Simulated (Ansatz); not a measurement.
Job for Ansatz (an electronic-structure program): R-B3LYP/def2-TZVPP on H3NSeTe (SMILES N[Te][SeH]), a point of a torsion scan. Elements past Kr take the def2 small-core potentials; no spin–orbit coupling.

Ansatz 0.2 input:
```yaml
crystal:
  periodic: [false, false, false]
  atoms:
    - {symbol: N, position_ang: [-1.09911897, 0.22312378, -0.18616406]}
    - {symbol: Te, position_ang: [-0.04987813, -1.17383593, 0.86951049]}
    - {symbol: Se, position_ang: [2.08843228, -0.58833674, -0.34402487]}
    - {symbol: H, position_ang: [-1.92077414, -0.18387215, -0.61069151]}
    - {symbol: H, position_ang: [-1.40809575, 0.99112808, 0.39424078]}
    - {symbol: H, position_ang: [1.42132569, -0.20331399, -1.55428365]}
basis:
  gaussian:
    orbitals: def2-TZVPP
hamiltonian:
  xc: {name: B3LYP}
scf: {lower_state_search: off}
```

### Question
Predict the final total energy.

### Answer
-2726.2933 hartree.

### Question
How many basis functions does it have, and what does it roughly cost on one machine?

### Answer
171 functions; very roughly 6 core-seconds.
